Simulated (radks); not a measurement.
Q: The mean radii <r> (bohr) of the occupied orbitals of an atom or ion are listed with their occupations. Method: scalar-relativistic Kohn-Sham, XLYP, spin-polarised, spherical densities, finite nucleus; Fermi nuclear charge, rms radius of each element as measured or else 0.836 A^(1/3) + 0.57 fm; computed with a radial shooting solver on a logarithmic mesh with Libxc functionals.

| orbital | occ. | <r> |
|---|---|---|
| 1s down | 1 | 0.03428 |
| 1s up | 1 | 0.03428 |
| 2s up | 1 | 0.1496 |
| 2s down | 1 | 0.1496 |
| 2p up | 3 | 0.1304 |
| 2p down | 3 | 0.1303 |
| 3s up | 1 | 0.4155 |
| 3s down | 1 | 0.4155 |
| 3p up | 3 | 0.4165 |
| 3p down | 3 | 0.4164 |
| 3d up | 5 | 0.3992 |
| 3d down | 5 | 0.3990 |
| 4s up | 1 | 1.059 |
| 4s down | 1 | 1.055 |
| 4p up | 3 | 1.174 |
| 4p down | 3 | 1.172 |
| 4d up | 5 | 1.696 |
| 5s up | 1 | 3.238 |
| 5s down | 1 | 3.477 |

Name the element and its charge. Open shells, if any, are filled with parallel spins first.

A: Z = 43, technetium, charge 0: Tc in [Kr] 4d5 5s2. The 1s radius gives Z: for a bare nucleus <r> = (2 gamma + 1)/(2Z) with gamma = sqrt(1 - (Z/c)^2), 0.03371 bohr for Z = 43, and screening makes it slightly larger (0.03428 here). The occupations add up to 43, and the charge is Z minus that.
